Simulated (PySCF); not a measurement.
A structure optimised at B3LYP-D3(BJ)/def2-SVP, used in a PySCF frequency run:

```xyz
13

C      3.5029     0.2983     0.1051
C      2.2999     0.2176     0.2441
C      0.8789     0.1281     0.4767
N      0.0293    -0.0140    -0.4552
B     -1.4110    -0.1352    -0.2180
N     -1.9056    -1.3125     0.4056
N     -2.2491     0.9304    -0.6329
H      4.5652     0.3682    -0.0361
H      0.5960     0.1949     1.5500
H     -2.8888    -1.5483     0.4497
H     -1.2962    -2.0926     0.6117
H     -1.8782     1.7345    -1.1203
H     -3.2559     0.9280    -0.5433
```
Charge 0, spin multiplicity 1.

Question: Write its SMILES and formula.

Answer: C#C/C=N/B(N)N, C3H6BN3

Question: What are its rotational constants (standard atomic weights)?

Answer: 7.9088, 1.2010, 1.0736 GHz
